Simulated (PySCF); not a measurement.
Structure problem from calculated spectra and properties.

Elements present: C, Cl, H and Si. Monoisotopic mass: 91.9849 u.

* XPS: Si2p3/2 107.0, Cl2p3/2 205.7, C1s 290.5, C1s 291.6, Si1s 1846.7, Cl1s 2828.3 eV [ΔSCF SCAN, pcX-2 on the ionised atom, pcseg-1 elsewhere, spin-free X2C, 2p3/2 from a spin–orbit splitting computed afterwards within the 2p shell]
* UV, first state: lowest singlet excitation: 5.55 eV (224 nm, f = 0.079) [TDDFT B3LYP/def2-SVPD]
* Polarisability: 67.1 au [B3LYP/def2-SVPD]
* 13C NMR: chemical shifts (computed TMS as zero) by class: 20.7 (1 C), 1.9 (1 C) ppm [GIAO HF/pcSseg-2]
* 1H NMR: chemical shifts (computed TMS as zero) by class: 3.02 (1 H), 3.00 (1 H), 2.78 (1 H), 1.15 (1 H), 0.78 (1 H) ppm [GIAO HF/pcSseg-2]
* Rotational structure: rotational constants A, B, C: 10.595, 2.668, 2.365 GHz [PBE0-D3(BJ)/def2-SVP]

The electronic properties come from PySCF, for the isolated species, density fitting. Levels stand in brackets. Isolated species at its PBE0-D3(BJ)/def2-SVP geometry, gas phase. NMR classes are plain means over equivalent atoms (diastereotopic ones count apart unless rotation or inversion swaps them), as if these changed places fast.

Question: Which formula fits the mass and the elements?

Answer: C2H5ClSi (calculated 91.9849). No other formula that holds each of these elements comes within 0.0003 u with a fitting electron parity and a possible valence count.

Question: Give a SMILES that accounts for the data.

Answer: Numbering: `[Cl:1][C@@H:2]1[CH2:3][SiH2:4]1`. Its formula, C2H5ClSi, gives 1 degree of unsaturation: 1 ring and 0 π bonds in the structure found. 2 carbons fall into 2 classes; from least to most shielded: sp3 C–Cl carbon [C2] (20.7 ppm), ring sp3 carbon bound to silicon [C3] (1.9 ppm). Hydrogen classes from least to most shielded: 1 H on an SiH2 silicon, Si4 (3.02 ppm), 1 H on an SiH2 silicon, Si4 (3.00 ppm), 1 H on an sp3 C–Cl carbon, C2 (2.78 ppm), 1 H on an sp3 carbon bound to silicon, C3 (1.15 ppm), 1 H on an sp3 carbon bound to silicon, C3 (0.78 ppm). The core levels belong to: Si2p3/2 107.0 eV, SiH2 silicon [Si4]; Cl2p3/2 205.7 eV, alkyl chlorine [Cl1]; C1s 290.5 eV, sp3 carbon bound to silicon [C3]; C1s 291.6 eV, sp3 C–Cl carbon [C2]; Si1s 1846.7 eV, SiH2 silicon [Si4]; Cl1s 2828.3 eV, alkyl chlorine [Cl1]. S1 is mainly HOMO→LUMO (weight 0.72); the largest Löwdin shares of the orbital it empties are 0.27 on the alkyl chlorine, 0.25 on the sp3 C–Cl carbon, 0.24 on the SiH2 silicon and 0.14 on the sp3 carbon bound to silicon, of the orbital it fills 0.36 on the SiH2 silicon, 0.17 on the alkyl chlorine, 0.12 on the sp3 C–Cl carbon and 0.11 on an Si–H hydrogen. The optimised geometry has point group C1 and is an asymmetric top. Structure: `Cl[C@@H]1C[SiH2]1`. The assignments are read from this structure; whether some other isomer fits the data as well wasn't checked. The mirror image fits equally.
